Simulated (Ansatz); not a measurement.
A geometry relaxed with B3LYP-D3(BJ)/def2-TZVP run with Ansatz (a quantum-chemistry and plane-wave program), charge 0, multiplicity 2:

```xyz
8

Sn     0.0414     0.2553    -0.9182
H      2.3653     0.4418     0.3308
H     -1.5499    -1.0297     0.7554
H      1.7637    -1.0499     0.6332
H      0.0240     2.0001    -1.0786
N     -1.6586    -0.2063     0.1718
H     -2.4965    -0.3320    -0.3856
N      1.5105    -0.0792     0.4912
```

**Question.** Write the SMILES of this molecule.

**Answer.** `[NH2][SnH][NH2]`
